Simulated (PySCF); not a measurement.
What moves σ(O)?

GIAO PBE0/pcSseg-1 on GFN2-xTB geometries (PySCF 2.14.0 with density-fitted response routines, gas phase, non-relativistic):

```tsv
SMILES	IAO charge (e) of O	σ(O) (ppm)
CC(C)C(=O)[SiH2]N([SiH3])[SiH3]	-0.372	-430.2
C=CC(=O)[SiH2]N([SiH3])[SiH3]	-0.373	-453.4
O=C[SiH2]N([SiH3])[SiH3]	-0.345	-557.9
O=C(N[SiH3])[SiH2]N([SiH3])[SiH3]	-0.468	-158.1
O=C([SiH2]N([SiH3])[SiH3])C1CC1	-0.384	-417.8
```

Q: Fit σ(O) as a line in the IAO charge of O. How well does it hold?

A: σ = -1625.0 − 3145.0 x, with x in e; correlation -0.99, rms deviation 13.9 ppm, largest 24.9 ppm at `CC(C)C(=O)[SiH2]N([SiH3])[SiH3]`. A charge says how many electrons sit at the atom, not how easily they circulate, so such a line holds only within like compounds.

Q: A further member, `O=C(C[SiH3])[SiH2]N([SiH3])[SiH3]`, has x = -0.391. What does the line predict, and what does the calculation give?

A: The line gives -395.3 ppm; the calculation -425.0 ppm, a difference of -29.7 ppm, outside the usual scatter of the fit.
